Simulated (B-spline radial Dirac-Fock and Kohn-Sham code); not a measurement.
## Auger decay of the M1 hole in Kr⁵⁺

System: the Kr⁵⁺ ion, configuration [Ar] 3d10 4s2 4p1.

Input of the calculation (task.json; shells as n, l, electrons):

```json
{"items": [{
  "Z": 36,
  "q": 5,
  "cfg": [[1, 0, 2], [2, 0, 2], [2, 1, 6], [3, 0, 2], [3, 1, 6], [3, 2, 10], [4, 0, 2], [4, 1, 1]],
  "A": 84,
  "rrms": 4.1884,
  "do": ["binding", "quiet", "decay"],
  "holes": ["K", "L1", "L2", "L3", "M1", "M2", "M3", "M4", "M5", "N1"]
}]}
```

Run with: `python xray_run.py task.json out`

Model: independent-particle radiative and Coulomb Auger rates from relativistic LDA hole-state orbitals, with Dirac-Fock energies. Program: a B-spline atomic structure program. Kinetic energies are configuration averages from the vacuum level; the two-hole energies are estimated from single-hole states.

| transition | kinetic energy (eV) | width (meV) | share (%) |
| --- | --- | --- | --- |
| M1-M4N1 | 90.26 | 368 | 36.9 |
| M1-M5N1 | 91.51 | 546 | 54.8 |
| M1-M4N2 | 106.6 | 9.86 | 1.0 |
| M1-M4N3 | 107.6 | 9.63 | 1.0 |
| M1-M5N2 | 107.7 | 4.58 | 0.5 |
| M1-M5N3 | 108.9 | 22.1 | 2.2 |
| M1-N1N1 | 171.6 | 21.0 | 2.1 |
| M1-N1N2 | 189.3 | 5.16 | 0.5 |
| M1-N1N3 | 190.4 | 10.0 | 1.0 |

Coster-Kronig rates are the weakest part of this model and often come out 1.5 to 2.5 times too large. The listed channels hold 100 % of the non-radiative rate. Summed by principal shells, of 0.995 eV in all: MMN 96.4 %, MNN 3.6 %.
